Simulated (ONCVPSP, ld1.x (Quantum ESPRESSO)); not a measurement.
## Hardness and transferability of assorted potentials

Generated with ld1.x 7.5 (TM, RRKJ, ultrasoft, PAW), atompaw 4.2 or ONCVPSP 4.0.1. The cutoff is in Ry: for ld1.x and atompaw files where the sum of valence levels is converged to 10 mRy in a Bessel basis, for ONCV files where the hardest occupied wave has 1 mHa per electron of residual kinetic energy. The error is the largest all-electron minus pseudo excitation energy over each file’s own four to seven test configurations (ionisations up to +4, promotions, holes and added fractions of an electron), all of which were solved. The labels leave out finer settings (local radius, basis sizes, second energies), which also bear on the numbers. Spin-polarised tests are not counted. The rows are a selection from randomly drawn settings: files with unsolved tests, undetermined cutoffs or missed reference levels are left out.

A true bound ghost makes a file unfit for plane-wave use even where its test errors are small: the radial tests pick states by their node count and pass the ghost by.

```csv
element,potential,cutoff (Ry),largest error (meV),bound ghosts
Ne,"ONCV, BLYP, scalar-relativistic, rc 0.70/1.20/1.00 (spd), local smoothed, core correction yes, reference 2s2 2p6, qcut 9.6/12.6/8.5, projectors 3/2/2",335,+444,s
Cl,"ONCV, LDA (Perdew-Zunger), scalar-relativistic, rc 1.10/1.10/1.10 (spd), local d, core correction yes, reference 3s2 3p5, qcut 7.5/6/10.3, projectors 2/2/0",118,-3.4,"s, p"
Rh,"ONCV, PBEsol, fully relativistic, rc 1.65/1.60/1.90 (spd), local smoothed, core correction yes, reference 4s2 4p6 4d8 5s1, qcut 8.4/6.7/7.5, projectors 2/2/1",46,-91,none
In,"ONCV, PBE, scalar-relativistic, rc 2.15/2.90/2.75 (spd), local smoothed, core correction no, reference 5s1 5p2, qcut 2.6/3.4/2.9, projectors 3/2/2",35,+94,s
La,"ONCV, PBEsol, scalar-relativistic, rc 2.30/1.80/3.60/3.95 (spdf), local smoothed, core correction yes, reference 5s2 5p6 5d1.5 6s1.5, qcut 6.1/4.2/3.4/2.6, projectors 2/2/2/2",37,-85,none
La,"ONCV, PBEsol, scalar-relativistic, rc 2.30/2.55/3.60/3.85 (spdf), local smoothed, core correction yes, reference 5s2 5p6 5d1 6s1 6p1, qcut 4.6/5.6/4/2.9, projectors 2/3/2/1",19,-4.6,none
Bi,"TM, LDA (PZ), fully relativistic, rc 1.40/2.60 (sp), local s, core correction yes, reference 6s1.5 6p3.5",100,-194,p1/2
```

(1) Fill in the row for N: ONCV, PBE, scalar-relativistic, rc 0.75/2.10/2.00 (spd), local smoothed, core correction yes, reference 2s2 2p2, qcut 7.6/10.3/4.2, projectors 2/2/2.

Answers

(1) cutoff 347 Ry, largest error +852 meV, bound ghosts: none.
